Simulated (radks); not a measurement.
The numbers below are computed, except where a source is named.
Spherical quantum dot in the effective-mass picture: electrons in a well V = -V0 / (1 + exp((r - R)/a)) with V0 = 4.7, R = 7.05, a = 0.65, with a point charge +1 (a donor) at the centre, all in effective atomic units (hartree* = m*/eps^2 hartree, bohr* = eps/m* bohr), one dielectric constant everywhere. Level of theory: non-relativistic Kohn-Sham, LDA (Slater exchange, Perdew-Wang correlation), spin-polarised, spherical densities (a radial shooting solver with Libxc functionals). Levels are named by radial order and angular momentum (1s, 1p, 1d, 2s, ...), and open shells are averaged over m.

N = 13, configuration 1s2 1p6 1d(up 4, down 0) 2s(up 1, down 0). This is the lowest configuration that the search found. Occupied and some empty levels:

level,occupation,eigenvalue (hartree*),<r> (bohr*)
1s up,1,-2.2475,3.545
1s down,1,-2.2006,3.813
1p up,3,-2.1522,4.420
1p down,3,-2.1148,4.418
2s up,1,-2.0459,2.619
1d up,4,-2.0370,4.649
1d down,0,-1.9994,4.651
2s down,0,-1.9549,2.596
1f up,0,-1.8864,4.833
1f down,0,-1.8488,4.840
1g up,0,-1.7039,4.994
2p up,0,-1.6674,3.596
1g down,0,-1.6668,5.004
2p down,0,-1.6315,3.660

Energy (hartree*): total -44.3915, kinetic 3.2435, external -62.537, Hartree 17.845, exchange-correlation -2.9424.

Electron density:

r (bohr*),n(r) (e/bohr*^3)
0.399,0.1454
1.07,0.04190
1.73,0.01603
2.40,0.01145
3.07,0.01408
3.73,0.01850
4.40,0.01953
5.07,0.01395
5.74,0.005704
6.40,0.001145
7.07,0.0001064
7.74,5.244e-06
8.40,1.797e-07
